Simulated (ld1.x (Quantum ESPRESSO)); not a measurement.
## Before and after: TM potential for Ga

ld1.x (Quantum ESPRESSO) 7.5 input, shortened:

```
&input
   title='Ga', zed=31., rel=1, dft='PBESOL', iswitch=3,
   config='[Ar] 3d10 4s2 4p1'
 /
 &inputp
   pseudotype=2, tm=.true., lloc=-1, rcloc=2.05,
   nlcc=.true., new_core_ps=.true.
 /
2
4S  1  0   2.00   0.00  2.05  2.05  0.0
4P  2  1   1.00   0.00  1.90  1.90  0.0
 &test
   configts(1)='4s2 4p1'
 /
```

Change: functional LDA (PZ).

Cutoffs: the cutoffs (Ry, on a coarse ladder) from which the occupation-weighted sum of valence levels, in a spherical-Bessel basis at the reference potential, stays within 10 and 1 mRy of its value at 400 Ry; they do not see the model core or the augmentation charge, which bear on the density cutoff. Errors are all-electron minus pseudo energies relative to the spin-unpolarised reference configuration.

Problem. How do hardness, ghosts and transferability respond?

Solution. The potential gets neither clearly harder nor softer (12 Ry and 35 Ry → 12 Ry and 35 Ry); the number of tests with a reliable result goes from 7 to 9; the errors of the 7 common tests hardly move; neither file shows a bound ghost.

```tsv
quantity	base	changed
cutoff, loose	12 Ry	12 Ry
cutoff, tight	35 Ry	35 Ry
bound ghosts	none	none
error for 4s2 4p0, meV [ΔE 5.68 → 5.89 eV]	-12	-11
error for 4s1 4p0, meV [ΔE 26.82 → 27.39 eV]	-187	-175
error for 4s2 4p0.5, meV [ΔE 2.03 → 2.12 eV]	-1.7	-1.6
error for 4s2 4p1.3, meV [ΔE -0.53 → -0.58 eV]	-0.1	-0.1
error for 4s1 4p1, meV [ΔE 13.08 → 13.34 eV]	-51	-48
error for 4s1 4p2, meV [ΔE 6.55 → 6.61 eV]	-20	-18
error for 4s0 4p3, meV [ΔE 13.39 → 13.54 eV]	-81	-70
s: phases at 2.25 bohr within 0.05 rad from the reference energy up to (Ry; the scan ends near 5)	2.3	2.3
p: phases at 2.25 bohr within 0.05 rad from the reference energy up to (Ry; the scan ends near 5)	3.5	3.4
```
